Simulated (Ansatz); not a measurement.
Calculated with Ansatz (gas phase, PBE0-D4/def2-TZVP geometries, no zero-point term in ΔE). CBS: MP2 limit from def2 TZ/QZ plus the TZ coupled-cluster correction, frozen cores. For Br, Ge outer-core shells are correlated without core-valence functions, which leaves a few kJ/mol of doubt a bond. Scalar relativity is left out up to krypton. One conformer a species, not always the lowest.

Reaction (substitution at a C–Ge bond): `F[CH2][GeH2][Br]` + `B[NH][GeH3]` → `B[N]([GeH3])CF` + `[GeH3][Br]`

`F[CH2][GeH2][Br]`:

```xyz
8

F     1.403   -1.231    0.862
C     0.664   -0.789   -0.223
Ge   -0.524    0.677    0.344
Br   -1.672    1.289   -1.570
H     0.075   -1.623   -0.614
H     1.349   -0.442   -1.001
H     0.262    1.903    0.825
H    -1.557    0.216    1.377
```

`B[NH][GeH3]`:

Z-matrix (Å, degrees):
```
Ge
N 1 1.854
H 1 1.538 2 109.1
H 1 1.530 2 106.5 3 -120.4
H 1 1.538 2 109.1 3 119.1
B 2 1.392 1 126.2 3 120.5
H 2 1.010 1 115.9 3 -59.5
H 6 1.199 2 119.6 1 180.0
H 6 1.199 2 119.2 1 -0.0
```

`B[N]([GeH3])CF`:

Z-matrix (Å, degrees):
```
Ge
N 1 1.875
H 1 1.537 2 106.2
H 1 1.533 2 109.9 3 -119.5
H 1 1.530 2 106.8 3 119.7
C 2 1.424 1 116.4 3 36.9
B 2 1.396 1 121.9 3 -146.3
F 6 1.386 2 110.3 1 63.1
H 6 1.095 2 111.8 1 -54.7
H 6 1.092 2 109.9 1 -178.0
H 7 1.197 2 119.3 1 3.3
H 7 1.199 2 119.1 1 -177.4
```

`[GeH3][Br]`:

```xyz
5

Ge   -0.127    0.125    0.068
Br    1.410   -1.388   -0.759
H    -0.992    0.581   -1.110
H     0.665    1.288    0.673
H    -0.955   -0.606    1.128
```

```
           species  SCS-MP2/def2-TZVPP energy (Eh)
`F[CH2][GeH2][Br]`                     -4788.42647
     `B[NH][GeH3]`                     -2158.64025
  `B[N]([GeH3])CF`                     -2296.98080
      `[GeH3][Br]`                     -4650.08148
```

(1) Work out ΔE.

Largest T1 diagnostic among the species: 0.013.

Answers

(1) ΔE = (-2296.98080) + (-4650.08148) − (-4788.42647) − (-2158.64025) = 0.00444 Eh = +11.7 kJ/mol. CCSD(T)/CBS gives +13.9 kJ/mol.

The D4 term adds −3.2 kJ/mol with B3LYP and −1.7 kJ/mol with PBE0; it sums over pairs of atoms, weighted by their polarisabilities, and B3LYP, whose exchange is more repulsive, gets the larger term.

B3LYP here is the variant with VWN-RPA as its local correlation; programs differ in this.
